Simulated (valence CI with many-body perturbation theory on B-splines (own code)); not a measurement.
## Questions on Pd40+

Level of theory: relativistic CI+MBPT: four valence electrons over a frozen Dirac-Fock core [He], a basis of 11 s, 11 p, 10 d, 8 f, 5 g, 2 h functions for each j, with the one-electron correlation potential Σ1, the two-electron term Σ2, the three-electron term Σ3, Breit, model QED; selected CI, second order for the rest, scaled by the run's own slope (own B-spline code, finite nucleus).

No measured spectrum was set against this ion. As an estimate, large intervals hold to a few tenths of a per cent, small ones and those within an open d or f shell to about a per cent. Among the levels kept, up to 940 cm⁻¹ of a level comes from second order outside the variational space, and about a tenth of that is noise between levels of different J, which matters for small intervals.

Levels are named by their leading jj configuration (3d3/2^4 stands for four electrons in 3d with j = 3/2), which in mixed levels can hold well under half, so a name can repeat and another be missing.

Rates and lifetimes use the calculated energies. Strong lines usually hold to 10 to 20 %, long lifetimes can be off by a factor of two.

(1) What is the ground level?

(2) Among levels below 316.26 Ry, which E1 lines absorb most strongly from the ground level?

(3) What is the ionisation energy?

(4) How well does LS coupling describe the low levels?

(5) Where does the other parity begin?

Answers

(1) (2s^2 2p1/2^2) J=0, composition 73 % 2s2 2p2 3P + 26 % 2s2 2p2 1S.

(2) to (2s^2 2p1/2 3d3/2) J=1 at 0.3381 nm, f = 1.46; to (2s 2p1/2^2 3p3/2) J=1 at 0.3307 nm, f = 0.397; to (2s 2p1/2^2 2p3/2) J=1 at 3.476 nm, f = 0.140.

(3) 6252.5 eV; NIST lists 6242 ± 7 eV (semi-empirical).

(4) Among the lowest 20 levels the leading LS term, summed over configurations, holds 65 % on average. For single configurations the figures are 65 % in LS and 97 % in jj coupling. Terms mix most in the J = 1 level at 38.56 Ry, where the leading one holds 37 %.

(5) At (2s 2p1/2^2 2p3/2) J=2, 22.39 Ry.
